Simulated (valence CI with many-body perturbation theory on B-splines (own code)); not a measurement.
Questions on Nd¹⁸⁺

Computed by relativistic CI+MBPT: six valence electrons over a frozen Dirac-Fock core [Kr], a basis of 7 s, 7 p, 8 d, 6 f, 4 g, 1 h functions for each j, with the one-electron correlation potential Σ1 (screened to all orders), the two-electron term Σ2, the three-electron term Σ3, Breit, model QED; selected single and double excitations, second order for the rest, scaled by the run's own slope (own B-spline code, finite nucleus).

No measured spectrum was set against this ion. As an estimate, terms of the open shell hold to 2 to 4 % of their energy, and close levels can change places. Core correlation moves these levels by up to 10000 cm⁻¹, and in measured spectra 5 to 20 % of such shifts remained as error; rates that hang on mixing are uncertain with them. Among the levels kept, up to 1100 cm⁻¹ of a level comes from second order outside the variational space, and about a tenth of that is noise between levels of different J, which matters for small intervals. Only levels of the ground parity were solved; by the run's estimate the other parity begins above the list, which can be wrong where configurations are misplaced.

Levels are named by their leading jj configuration (3d3/2^4 stands for four electrons in 3d with j = 3/2), which in mixed levels can hold well under half, so a name can repeat and another be missing.

Rates and lifetimes use the calculated energies. Strong lines usually hold to 10 to 20 %, long lifetimes can be off by a factor of two.

(1) What is the ground level?

(2) What is the ionisation energy?

(3) Name the longest-lived excited levels whose lifetime is computed, and their main decay.

(4) How well does LS coupling describe the low levels?

Answers

(1) (4d3/2^4 4d5/2^2) J=4, composition 68 % 4d6 5D + 24 % 4d6 3F + 3 % 4d6 1G, g = 1.401.

(2) 524.25 eV; NIST lists 522 ± 3 eV (theoretical).

(3) (4d3/2^4 4d5/2^2) J=2 at 14502 cm⁻¹ lives 938 s, mostly by E2 to (4d3/2^4 4d5/2^2) J=4; (4d3/2^4 4d5/2^2) J=0 at 31181 cm⁻¹ lives 153 s, mostly by E2 to (4d3/2^4 4d5/2^2) J=2. The lifetime of (4d3/2^3 4d5/2^3) J=6 is too uncertain to give, and may be longer.

(4) Among the lowest 20 levels the leading LS term, summed over configurations, holds 56 % on average. For single configurations the figures are 55 % in LS and 68 % in jj coupling. Terms mix most in the J = 4 level at 40609 cm⁻¹, where the leading one holds 26 %.
